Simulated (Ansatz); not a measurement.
Relaxation of GaH3O2 (6 atoms, charge 0, multiplicity 1), to a largest force component of 0.02 eV/Å in at most 40 steps.

Method: RKS PBE-D4/def2-SVP in Ansatz.

```xyz
6
Properties=species:S:1:pos:R:3:forces:R:3
Ga 0.000 0.000 0.000 0.03 -0.26 0.71
H 0.000 0.000 1.570 0.00 0.09 0.10
O 1.550 0.000 -0.895 0.78 -1.34 -0.52
H 1.850 -0.952 -1.050 -0.39 1.46 0.13
O -1.550 0.000 -0.895 -1.01 -1.34 -0.21
H -2.060 -0.847 -0.686 0.59 1.38 -0.22
```

Task: Where does it end, and by what steps?

Result: The run converged. After 6 steps the energy has fallen by 0.514 eV; H4 moved furthest, 0.66 Å.

```tsv
step	energy less start (eV)	largest force component (eV/Å)	accepted
0	0.0000	1.463	yes
1	-0.0780	1.896	yes
2	-0.2566	0.694	yes
3	-0.3737	0.838	yes
4	-0.4947	0.236	yes
5	-0.5126	0.047	yes
6	-0.5141	0.010	yes
```

```xyz
6
Properties=species:S:1:pos:R:3
Ga 0.041 -0.171 0.150
H -0.131 0.212 1.654
O 1.680 -0.285 -0.576
H 1.629 -0.536 -1.518
O -1.272 -0.538 -1.034
H -2.158 -0.480 -0.632
```

Whether the end is a true minimum wasn't checked by a vibrational analysis.

Run time: 21 s on 1 thread of Arm Neoverse N1 (shared host), peak memory 0.13 GiB.
